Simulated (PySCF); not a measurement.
boron oxyfluoride (BFO), singlet, geometry from GFN2-xTB.

The PySCF input:
```python
from pyscf import gto, scf, dft, tdscf

mol = gto.M(
    atom='''
F    -0.000000   -0.000000   -1.189256
B     0.000000    0.000000    0.092503
O     0.000000    0.000000    1.280098
''',
    basis='cc-pvdz',
    charge=0,
    spin=0,
    verbose=3,
)

mf = dft.RKS(mol)
mf.xc = 'bhandhlyp'
mf.kernel()
td = mf.TDA()
td.nstates = 5
td.singlet = False
td.kernel()
td.analyze()
```

### Question
Give the nuclear repulsion energy at the level BHANDHLYP/cc-pVDZ, TDA triplets (PySCF).

### Answer
51.8313 Eh

### Question
What is the computed HOMO-LUMO gap (BHANDHLYP/cc-pVDZ, TDA triplets)?

### Answer
13.13 eV

### Question
What is the computed excitation energies found (BHANDHLYP/cc-pVDZ, TDA triplets)?

### Answer
8.23, 8.47, 8.47, 8.80, 8.80 eV

### Question
Predict the total energy from BHANDHLYP/cc-pVDZ, TDA triplets.

### Answer
-5440.2365 eV
